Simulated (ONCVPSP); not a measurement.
## Transferability test, ONCV potential for tellurium (Te)

```
Element                 : Te (Z = 52)
Generator               : ONCVPSP 4.0.1
Type                    : optimised norm-conserving Vanderbilt (ONCV)
Functional              : PBE
Relativity              : fully relativistic
Frozen core             : [Kr] 4d10
Valence charge          : 6
Reference configuration : 5s2 5p3.5 (charge +0.5)
Partial waves           : 5s: rc 1.85 bohr, ncon 5, nbas 8, qcut 3.5 1/bohr, 2 projectors, debl 3.5 Ha; 5p: rc 1.60 bohr, ncon 4, nbas 9, qcut 5.8 1/bohr, 1 projector; d scattering state at 0.1 Ha: rc 1.90 bohr, ncon 4, nbas 8, qcut 5.2 1/bohr, 1 projector
Local potential         : polynomial inside 1.05 bohr (lpopt 1, dvloc0 1 Ha)
Core correction         : Teter function, fcfact 1.75, rcfact 1.6
```

Open shells are filled in proportion to 2j + 1.

Energies are relative to the spin-unpolarised reference configuration 5s2 5p3.5; without spin polarisation the order of configurations can differ from experiment.

| valence configuration | charge | ΔE all-electron (eV) | error AE − PS (meV) |
| --- | --- | --- | --- |
| 5s2 5p4 | 0 | -3.908 | -4.7 |
| 5s2 5p2 | +2 | 23.791 | -79 |

Task: What are ΔE and the potential's error for 5s1 5p5?

Result: ΔE = 5.313 eV all-electron; the error (AE − PS) is -5.4 meV.

Task: What are ΔE and the potential's error for 5s2 5p3?

Result: ΔE = 5.842 eV all-electron; the error (AE − PS) is -6.7 meV.

Levels in the configuration 5s1 5p5:

```
   level  all-electron (eV)  pseudo (eV)
5s j=1/2            -15.839      -15.841
5p j=3/2             -6.245       -6.239
5p j=1/2             -7.076       -7.071
```

Note: ghosts flagged at negative energy: s at -49.5 eV, p3/2 at -30.6 eV, p1/2 at -25.5 eV; GHOST(+) flagged for d5/2 at 14.1 eV, d3/2 at 14.9 eV. A true bound ghost makes a file unfit for plane-wave use.
